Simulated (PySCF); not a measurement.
A structure optimised at PBE-D3(BJ)/def2-SVP, used in a PySCF frequency run:

```
C
H 1 1.1109
O 1 1.4682 2 107.07
C 3 1.3543 1 113.14 2 -122.99
C 4 1.3590 3 122.82 1 2.36
H 5 1.0975 4 120.61 3 179.36
H 4 1.1037 3 111.00 1 -177.79
Si 5 1.8557 6 131.49 4 179.21
H 8 1.5081 5 116.95 6 -64.26
H 8 1.5086 9 107.05 5 -132.77
Si 1 1.9063 2 109.73 3 116.11
H 11 1.5026 1 108.79 2 -179.13
H 11 1.5037 12 109.43 1 -121.69
H 11 1.5058 12 109.46 13 -119.93
```

### Question
Write its SMILES and formula.

### Answer
[SiH3][C@H]1OC=C[SiH2]1, C3H8OSi2

### Question
What are its rotational constants (standard atomic weights)?

### Answer
3.7182, 1.8472, 1.3952 GHz
